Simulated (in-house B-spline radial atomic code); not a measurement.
Radial electron density of Te18+, [Ne] 3s1 3p6 3d10 4s2 4p5. Level of theory: Dirac-Hartree-Fock, average of configuration, Fermi nucleus of rms radius 4.7423 fm; calculated with an all-electron radial atomic-structure program (B-spline basis).

Columns: r (bohr), 4πr²n(r) (electrons per bohr), bar.

```
0.000979    1.746 #
 0.00118    2.416 #
 0.00142    3.319 ##
 0.00172    4.588 ##
 0.00207    6.233 ###
 0.00249    8.399 ####
 0.00301     11.3 ######
 0.00362    14.93 ########
 0.00437    19.57 ##########
 0.00527    25.21 #############
 0.00635    31.83 ################
 0.00766    39.34 ####################
 0.00923    47.27 ########################
  0.0111    54.94 ############################
  0.0134     61.7 ################################
  0.0162    66.39 ##################################
  0.0195    68.11 ###################################
  0.0235    66.84 ##################################
  0.0283    63.49 #################################
  0.0342    60.17 ###############################
  0.0412    59.79 ###############################
  0.0497    64.32 #################################
  0.0599    73.09 ######################################
  0.0722    82.06 ##########################################
   0.087    85.44 ############################################
   0.105    79.87 #########################################
   0.126    68.81 ###################################
   0.152    60.05 ###############################
   0.184     60.6 ###############################
   0.222    66.95 ##################################
   0.267    67.43 ###################################
   0.322    54.92 ############################
   0.388    35.49 ##################
   0.468    21.43 ###########
   0.564    17.03 #########
    0.68    15.52 ########
    0.82    10.98 ######
   0.989    5.086 ###
    1.19    1.459 #
    1.44   0.2245 
    1.73  0.01929 
    2.09 0.0007002 
    2.52 1.025e-05
```

On this grid the curve has 3 maxima, near 0.0195, 0.087, 0.267 bohr.

The 4p1/2 radial function P(r) = rR(r), positive near the nucleus, with its small component Q(r) (sign convention: Q ≈ (P' + κP/r)/2c):

| r (bohr) | P | Q |
| --- | --- | --- |
| 0.000559 | 0.001726 | 0.006951 |
| 0.000812 | 0.002665 | 0.009733 |
| 0.00118 | 0.004211 | 0.01358 |
| 0.00172 | 0.006857 | 0.01887 |
| 0.00249 | 0.01137 | 0.02584 |
| 0.00362 | 0.01943 | 0.03507 |
| 0.00527 | 0.0339 | 0.04675 |
| 0.00766 | 0.05951 | 0.06053 |
| 0.0111 | 0.1034 | 0.07504 |
| 0.0162 | 0.1771 | 0.08762 |
| 0.0235 | 0.2858 | 0.09238 |
| 0.0342 | 0.4236 | 0.08217 |
| 0.0497 | 0.537 | 0.05141 |
| 0.0722 | 0.5051 | 0.004007 |
| 0.105 | 0.1777 | -0.03965 |
| 0.152 | -0.4124 | -0.0494 |
| 0.222 | -0.8217 | -0.01582 |
| 0.322 | -0.3663 | 0.02484 |
| 0.468 | 0.8084 | 0.03 |
| 0.68 | 1.413 | 0.006726 |
| 0.989 | 0.84 | -0.005203 |
| 1.44 | 0.1764 | -0.002135 |
| 2.09 | 0.009738 | -0.0001534 |
